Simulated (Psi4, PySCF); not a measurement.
PySCF was given this input:
```python
from pyscf import gto, scf, dft

mol = gto.Mole()
mol.atom = '''
    C    -0.00023788    0.43449972    0.00081824
    C     1.18088301   -0.14251782   -0.00743430
    F    -1.13849945   -0.27602062    0.00639030
    H    -0.19582915    1.49728660    0.00400312
    H     1.28183807   -1.21329030   -0.01005988
    H     2.07661539    0.44829788   -0.01175956
'''
mol.basis = '6-31g*'
mol.verbose = 4
mol.build()

mf = dft.RKS(mol)
mf.xc = 'b3lyp'
mf.grids.atom_grid = (99, 590)
mf.grids.prune = None
mf.kernel()
```

### Question
Convert this to an input for Psi4.

### Answer
This is not unique; one that fits is 
```
memory 2 GB

molecule {
0 1
C    -0.00023788    0.43449972    0.00081824
C     1.18088301   -0.14251782   -0.00743430
F    -1.13849945   -0.27602062    0.00639030
H    -0.19582915    1.49728660    0.00400312
H     1.28183807   -1.21329030   -0.01005988
H     2.07661539    0.44829788   -0.01175956
}

set {
  basis 6-31g*
  scf_type pk
  puream true
  d_convergence 1e-8
  dft_radial_points 99
  dft_spherical_points 590
}

energy('b3lyp')
print_variables()
```

Both were run: PySCF gave -177.816596 Eh and Psi4 -177.816596 Eh, 0.000 mEh apart.
